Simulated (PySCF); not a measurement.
C₈H₈S.
Atom-mapped SMILES: `[CH:1]1=[C:2]([c:3]2[cH:4][cH:5][cH:6][s:7]2)[CH2:8][CH2:9]1`

NICS = −σ at a ghost point: NICS(0) at the centroid of the ring atoms, NICS(1) 1 Å to either side along the normal of their mean plane, zz for the tensor component along that normal. Level: GIAO PBE0/pcSseg-1 (PySCF, non-relativistic, gas phase) on the GFN2-xTB geometry, one conformer.

Ring bond lengths (Å), with Mayer bond orders in brackets: C1–C2 1.344 (1.70), C2–C8 1.512 (1.09), C8–C9 1.549 (1.05), C9–C1 1.501 (1.05); C3–C4 1.371 (1.53), C4–C5 1.408 (1.28), C5–C6 1.359 (1.57), C6–S7 1.719 (1.17), S7–C3 1.743 (1.16).

Problem. What do the NICS probes read (ppm)?

Solution. 
| ring | type | NICS(0) | NICS(1), two faces | NICS(1)zz, two faces | rms pucker (Å) | centre to ring atoms, mean (Å) |
| --- | --- | --- | --- | --- | --- | --- |
| C1–C2–C8–C9 | 4-membered carbocycle; formal bonds 1 double, 3 single | 0.2 | -1.9 / -1.9 | 0.9 / 0.9 | 0.00 | 1.04 |
| C3–C4–C5–C6–S7 | 5-membered ring with S; formal bonds all aromatic | -11.6 | -10.5 / -10.5 | -23.9 / -23.9 | 0.00 | 1.29 |

Problem. What can be read from them?

Solution. 
- C1–C2–C8–C9: mean NICS(1)zz 0.9 ppm, near zero. C8, C9 have four or more neighbours, so the value isn't read as a sign of a π ring current.
- C3–C4–C5–C6–S7: mean NICS(1)zz -23.9 ppm, shielded, aromatic by this magnetic criterion (flat ring, no four-coordinate atom).

Problem. How equal are the bonds by HOMA? Use HOMA with the parameters of Krygowski (1993).

Solution. 
- C3–C4–C5–C6–S7: HOMA 0.81; the largest term is that of S7–C3, α(R − Ropt)² = 0.40. The geometric and the magnetic index point the same way.

Problem. At the second NICS(1) probe listed for ring C1–C2–C8–C9, 1 Å off the ring, what do the in-plane components average?

Solution. The isotropic value is a third of the trace: (3 × -1.9 − (0.9))/2 = -3.3 ppm.

Problem. What are the shieldings of the ring atoms and their hydrogens in the same run (means over atoms taken as equivalent)?

Solution. 
| atoms | environment | σ isotropic (ppm) |
| --- | --- | --- |
| C1 | alkene CH carbon | 53.5 |
| C2 | fully substituted alkene carbon | 38.8 |
| C3 | substituted aromatic carbon | 37.5 |
| C4 | aromatic CH carbon | 58.9 |
| C5 | aromatic CH carbon | 56.0 |
| C6 | aromatic CH next to a ring sulfur | 52.7 |
| S7 | thiophene-type sulfur | 286.0 |
| C8 | allylic carbon | 155.9 |
| C9 | allylic carbon | 158.1 |
| H on C1 | vinylic hydrogen | 25.29 |
| H on C4 | aromatic hydrogen | 24.72 |
| H on C5 | aromatic hydrogen | 24.68 |
| H on C6 | aromatic hydrogen | 24.59 |
| H on C8 (×2) | methylene hydrogen | 28.86 |

The list is cut; further classes of hydrogen are left out.

The values belong to the conformer `[CH:1]1=[C:2]([c:3]2[cH:4][cH:5][cH:6][s:7]2)[CH2:8][CH2:9]1`: C1–C2–C3–C4 179°.
